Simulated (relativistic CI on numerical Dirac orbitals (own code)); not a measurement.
## Gd28+: sensitivity of the levels to the model

Base calculation: Dirac-Coulomb-Breit CI, orbitals from a KLI potential per configuration, model QED (radiative potential, 1s self-energy scaled to tabulated hydrogen-like ionisation energies), unscaled Slater integrals.

Configurations in the expansion (outside the closed core [Ar] 3d10): 4s²4p⁶, 4s²4p⁵4d, 4s4p⁶4d, 4s²4p⁵4f, 4s4p⁶4f, 4s²4p⁵5s, 4p⁶4d4f, 4s²4p⁵5p, 4p⁶4d², 4p⁵4d³, 4p⁵4d²4f, 4p⁵4d²5s, 4p⁵4d²5p, 4p⁶4f², 4p⁵4d4f², 4p⁵4f³, 4p⁵4f²5s, 4p⁵4f²5p. Double excitations out of closed p, d and f shells are left out; levels of such configurations are missing from the list, as are those of other unlisted configurations, and high levels can miss mixing partners.

Variants: (1) Breit term removed; (2) one mean potential for all configurations. Shifts of the energy above 4s²4p⁶ ¹S0, in cm⁻¹, for the lowest level and the first level of each name with at least 55 % of one term (blank where a level changes its place among those of its configuration and J or its character, or is not in the variant):

```
        Level     Base   Δ(1)  Δ(2)
   4s²4p⁶ ¹S0        0      0     0
4s²4p⁵4d ³P°0   917471  +2173   -70
4s²4p⁵4d ³P°1   941680  +2610   -71
4s²4p⁵4d ³F°3   966023  +2639   -74
4s²4p⁵4d ³F°4  1010301  +4440   -72
4s²4p⁵4d ³D°3  1064267  +4180   -76
4s²4p⁵4d ³D°1  1148950  +4317   -81
4s²4p⁵4d ³F°2  1287042  +6491   -73
4s²4p⁵4d ¹P°1  1462500  +5942  -100
  4s4p⁶4d ³D1  1938502  +2769   -63
  4s4p⁶4d ³D2  1961238  +3236   -47
  4s4p⁶4d ³D3  2014671  +4670   -51
  4s4p⁶4d ¹D2  2099446  +3829   +34
 4s²4p⁵4f ³G5  2212965  +7018  -762
```

At this charge energies of transitions that change n are usually good to better than 1 %, and those within a shell (Δn = 0) to a few per cent.

Ionisation energy from the two ground configurations alone: base 1100.05 eV; Breit term removed 1100.85 eV. The NIST ASD value (theoretical) is 1100 eV.

LS names give the leading component of a level, which can be under half, so a name can repeat, a term be missing and a line seem to break the LS rules.
